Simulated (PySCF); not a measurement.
Atom-mapped SMILES (the numbers label the heavy atoms): `[SiH3:1][N:2]([SiH3:3])[SiH2:4][Cl:5]`; H(Xn) means a hydrogen on atom n.

Geometry: PBE0-D3(BJ)/def2-SVP; GIAO shifts from PySCF 2.14.0 with density-fitted response routines, gas phase, non-relativistic, averaged over equivalent atoms.

At PBE0/pcSseg-1 (153 basis functions, 14 s wall time on 1 thread of an x86-64 server CPU, shared host):
```csv
atoms,δ (ppm)
Si4,-9.5
Si1/Si3,-43.2
N2,9.6
Cl5,34.7
H(Si4),5.33
H(Si1)/H(Si3),4.74
```

Shifts are taken against calculated references (same method and geometry level): ²⁹Si (351.99 ppm), ¹H (31.27 ppm) vs TMS; ¹⁵N (265.67 ppm) against NH3; ³⁵Cl (943.27 ppm) vs HCl.

**Question.** Estimate the result of repeating the calculation with B97-2/pcSseg-1.

**Answer.** 
```csv
atoms,δ at B97-2/pcSseg-1,change
Si4,-11.9,-2.4
Si1/Si3,-43.8,-0.6
N2,7.8,-1.8
Cl5,26.0,-8.7
H(Si4),5.22,-0.11
H(Si1)/H(Si3),4.63,-0.11
```

Scale: TMS for ²⁹Si (σref 357.41), ¹H (σref 31.38); NH3 for ¹⁵N (σref 262.91); ³⁵Cl (σref 937.79) against HCl (reference shieldings calculated alike).

The largest change is at Cl5 (chlorine bonded to Si). Cost: 153 basis functions, 12 s wall time on 1 thread of an Arm Neoverse V2, shared host.

Experimental scales use liquid or dissolved standards, which lie at an offset from isolated NH3 (liquid NH3: subtract about 20 ppm).
